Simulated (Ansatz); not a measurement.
Molecule: C$_{4}$H$_{4}$NS, net charge 0, doublet state. It need not be the lowest isomer of its formula. 
Geometry from a B3LYP-D3(BJ)/def2-TZVP (Ansatz, a first-principles code) optimisation:
SMILES: [NH]c1ccsc1
```xyz
10

N     -2.2537    -0.8406    -0.0125
C     -0.9858    -0.4635     0.0052
C      0.2055    -1.2906     0.1540
C      1.3523    -0.5833     0.1291
S      1.0698     1.1238    -0.0751
C     -0.6140     0.8954    -0.1291
H     -2.3152    -1.8538     0.0978
H      0.1598    -2.3642     0.2719
H      2.3633    -0.9467     0.2175
H     -1.2965     1.7195    -0.2535
```
Charge 0, spin multiplicity 2.

Basis-set convergence of Hartree-Fock and MP2 correlation energies (hartree) with Ansatz. Valence correlation only, unless marked. UHF or UKS for open shells. Spin-orbit coupling is left out. Non-relativistic.

The UHF reference is spin-contaminated (<S^2> 0.37 over the pure value in the largest basis). 

```
basis        functions       E(HF)  E(corr, MP2)
-----------  ---------  ----------  ------------
cc-pV(D+d)Z        113  -605.76057      -0.76246
cc-pV(T+d)Z        245  -605.82983      -0.94757
cc-pV(Q+d)Z        459  -605.84712      -1.01484
```

Extrapolating the two largest sets (X = 3 and 4) as X^-3: E(corr) = (64·(-1.01484) - 27·(-0.94757))/37 = -1.0639 Eh, an estimate of the basis-set limit. The largest set recovers 95.4 % of it, the smallest 71.7 %.
